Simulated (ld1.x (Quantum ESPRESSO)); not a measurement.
# Pseudopotential generation for Li (Z = 3): TM, LDA (PZ), scalar-relativistic.

lithium, norm-conserving Troullier–Martins (Kleinman–Bylander form), made with ld1.x (Quantum ESPRESSO) 7.5 (LDA (PZ), scalar-relativistic). Core [He], reference 2s1 2p0. Waves: 2s (bound): rc 3.40 bohr; 3d channel at 0.05 Ry: rc 3.35 bohr; 2p (bound, empty): rc 4.20 bohr. Local part: the p channel. Core correction: Bessel-smoothed model core inside 2.25 bohr.

All-electron outer shells of the reference configuration (LDA (PZ), scalar-relativistic, ld1.x):

```tsv
shell	level (eV)	outermost node (bohr)	outermost maximum (bohr)
1s	-51.10	–	0.36
2s	-2.88	0.84	3.12
2p	-1.13	–	3.91
```

Calculated quality:

```json
{"Cutoffs needed": "6 Ry and 6 Ry (the cutoffs (Ry, on a coarse ladder) from which the occupation-weighted sum of valence levels, in a spherical-Bessel basis at the reference potential, stays within 10 and 1 mRy of its value at 400 Ry)", "Ghost test": "no extra level below or beside the all-electron valence levels (s, d, p, f tested) (spherical-Bessel basis up to 400 Ry, 20 bohr box)", "Largest excitation error": "-7.2 meV (all-electron minus pseudo) for 2s0 2p1, out of 2 test configurations"}
```

Generation and tests took about 0.36 s on one core of a shared server CPU.
